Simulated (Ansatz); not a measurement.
This geometry of H4OSi + H6N2Si (15 atoms, charge 0, multiplicity 1) is a first-order saddle point.

Computed with Ansatz 0.2.0, RKS PBE-D4/cc-pVDZ.

```xyz
15
Properties=species:S:1:pos:R:3
Si -0.744 -0.158 -1.223
N 0.203 -1.758 -0.802
H -0.926 -0.367 -2.729
H -2.130 -0.292 -0.657
N 0.306 1.228 -1.270
H 0.268 -1.321 0.297
O -0.182 -0.254 0.950
Si 0.302 0.703 2.231
H -0.333 -2.630 -0.907
H 1.094 -1.845 -1.309
H 0.269 1.807 -2.113
H 0.451 1.782 -0.421
H 0.807 2.057 1.742
H 1.440 0.067 3.008
H -0.827 0.981 3.203
```

Task: Which two structures does it join? (They come from a converged band through this point; their orientation in space is the band's.)

Result: Bonds broken: Si1–N2, H6–O7. Bonds formed: Si1–O7, N2–H6. H4OSi + H6N2Si becomes H3N + H7NOSi2.

First end point:

```xyz
15
Properties=species:S:1:pos:R:3
Si -0.935 -0.463 -1.538
N 0.438 -1.369 -0.817
H -1.424 -0.971 -2.877
H -2.031 -0.665 -0.510
N -0.269 1.128 -1.814
H 0.938 -0.109 0.346
O 0.996 0.750 0.877
Si 0.525 0.566 2.496
H 0.166 -2.261 -0.383
H 1.205 -1.560 -1.475
H -0.832 1.786 -2.362
H 0.082 1.573 -0.952
H 1.521 -0.250 3.300
H -0.827 -0.111 2.631
H 0.447 1.955 3.076
```

Last end point:

```xyz
15
Properties=species:S:1:pos:R:3
Si -1.326 0.235 -0.548
N 1.436 -1.926 -0.881
H -1.711 -0.992 -1.334
H -2.508 1.148 -0.341
N -0.073 1.243 -1.244
H 0.700 -1.848 -0.160
O -0.785 -0.391 0.944
Si 0.083 0.467 2.140
H 0.930 -1.877 -1.778
H 1.955 -1.038 -0.811
H 0.674 0.782 -1.773
H -0.373 2.095 -1.728
H 1.559 0.478 1.818
H -0.147 -0.267 3.435
H -0.415 1.889 2.261
```

Task: How far does it lie above each of them?

Result: 0.61 eV above the first and 0.74 eV above the second. This is the barrier of this one path; another mechanism may lie lower. The orbitals stay closed-shell, which can raise the energy where a bond breaks towards radicals; this wasn't checked here.

The run took 8.8 min on 4 threads of Arm Neoverse N1, on a shared host, peak memory 0.2 GiB.
